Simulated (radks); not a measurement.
Results of a calculation; reference values are marked as such.
Q: These are the eigenvalues of the occupied orbitals of an atom or ion with whole-number occupations (Ry). Level of theory: non-relativistic Kohn-Sham, PBEsol, spin-unpolarised, spherical densities, point nucleus (a radial shooting solver on a logarithmic mesh with Libxc functionals).

| orbital | eigenvalue |
|---|---|
| 1s | -904.2086 |
| 2s | -115.4828 |
| 2p | -103.8047 |
| 3s | -15.89483 |
| 3p | -11.88085 |
| 3d | -4.77220 |
| 4s | -1.92895 |
| 4p | -1.13429 |

Which element is it, and in what charge state? The configuration may be excited.

A: Z = 34, selenium, charge +1: Se+ in [Ar] 3d10 4s2 4p3. The list shows which subshells hold electrons but not how many an open one holds; the 1s level, -452.1 hartree, gives Z - s = 30.1 by -(Z - s)^2/2, which with screening narrows Z to a few neighbours, and the depths of the outer levels then fix element, charge and occupations together.
